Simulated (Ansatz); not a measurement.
Reaction (substitution at a C–O bond): `O[B-]1(Cl)OC(C(F)(F)F)=CC(C(F)(F)F)=[O+]1` + `CB(O)O` → `C[B-]1(O)OC(C(F)(F)F)=CC(C(F)(F)F)=[O+]1` + `OB(O)Cl`

Computed with Ansatz on PBE0-D4/def2-TZVP structures; ΔE is electronic, products minus reactants. CCSD(T)/CBS adds triple-zeta CCSD(T) − MP2 to the extrapolated MP2 energy (def2 sets, frozen cores). This one scheme is used for every species. Functionals use def2-TZVPP. B3LYP here is the variant with VWN-RPA as its local correlation; programs differ in this. One conformer a species, not always the lowest.

```json
{"level": "PBE-D4", "ΔE (kcal/mol)": "0.3"}
{"level": "PBE0-D4", "ΔE (kcal/mol)": "0.3"}
{"level": "B3LYP-D4", "ΔE (kcal/mol)": "0.3"}
{"level": "PBE", "ΔE (kcal/mol)": "0.3"}
{"level": "BLYP", "ΔE (kcal/mol)": "0.3"}
{"level": "r2SCAN0", "ΔE (kcal/mol)": "0.1"}
{"level": "LC-ωPBE", "ΔE (kcal/mol)": "-0.1"}
{"level": "CCSD(T)/def2-TZVPP", "ΔE (kcal/mol)": "-0.6"}
```

Question: What does CCSD(T)/CBS give? (An estimate is asked.)

Answer: Computed: -0.1 kcal/mol. The listed levels differ from it by 0.4, 0.4, 0.4, 0.4, 0.4, 0.2, 0.0, -0.5 kcal/mol.

Largest T1 diagnostic among the species: 0.015.

Leaving LDA and LC-ωPBE aside and taking each functional with its dispersion term where it has one, the values, not all of them listed here, spread over 0.5 kcal/mol, from B2PLYP to BHLYP-D4. At CCSD(T), def2-SVP lies −1.6 kcal/mol from the extrapolated value and def2-TZVPP −0.6 kcal/mol.
